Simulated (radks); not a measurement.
Pr XXXI, configuration [Ar] 3d10 4s1 (the NIST ground configuration). Method: scalar-relativistic Kohn-Sham, exchange-only LDA, spin-polarised, spherical densities, point nucleus; open shells are filled with parallel spins first (spin-orbit coupling, left out, can overturn this in heavy ions); computed with a radial shooting solver on a logarithmic mesh with Libxc functionals.

Radial electron density D(r) = 4 pi r^2 rho(r):

r (bohr),D(r) (e/bohr),spin D(r)
0.001217,4.113,0.0144
0.001373,5.014,0.0176
0.001547,6.099,0.0213
0.001745,7.398,0.0258
0.001983,9.062,0.0315
0.002236,10.92,0.0378
0.002521,13.11,0.0452
0.002842,15.67,0.0538
0.003205,18.64,0.0637
0.003613,22.06,0.0748
0.004074,25.94,0.0872
0.004593,30.29,0.101
0.005179,35.10,0.115
0.005839,40.32,0.130
0.006584,45.86,0.145
0.007423,51.60,0.159
0.008437,57.73,0.172
0.009513,63.23,0.180
0.01073,68.22,0.184
0.01209,72.39,0.181
0.01363,75.47,0.170
0.01537,77.20,0.151
0.01733,77.49,0.123
0.01954,76.38,0.0896
0.02204,74.18,0.0533
0.02484,71.43,0.0206
0.02801,68.89,-0.0000535
0.03158,67.46,0.000600
0.03561,67.98,0.0309
0.04047,71.27,0.101
0.04563,76.92,0.197
0.05145,84.29,0.308
0.05801,91.92,0.408
0.06541,97.93,0.464
0.07375,100.5,0.447
0.08315,98.64,0.348
0.09375,92.56,0.191
0.1057,84.07,0.0402
0.1192,76.00,-0.0168
0.1344,71.21,0.0907
0.1515,71.19,0.367
0.1708,75.19,0.716
0.1942,80.44,0.972
0.2189,82.09,0.934
0.2468,77.54,0.606
0.2783,66.39,0.182
0.3138,50.94,-0.00638
0.3538,34.93,0.310
0.3989,21.64,1.11
0.4497,12.53,2.06
0.5071,7.182,2.66
0.5717,4.251,2.62
0.6446,2.518,2.04
0.7268,1.369,1.26
0.826,0.5946,0.576
0.9314,0.2160,0.213
1.05,0.06028,0.0600
1.184,0.01251,0.0125
1.335,0.001865,0.00186
1.505,0.0001924,0.000192

D(r) has 3 maxima, at r = 0.0167, 0.0743, 0.214 bohr, and minima at 0.0326, 0.142 bohr, inside which lie 1.97, 11.22 electrons.
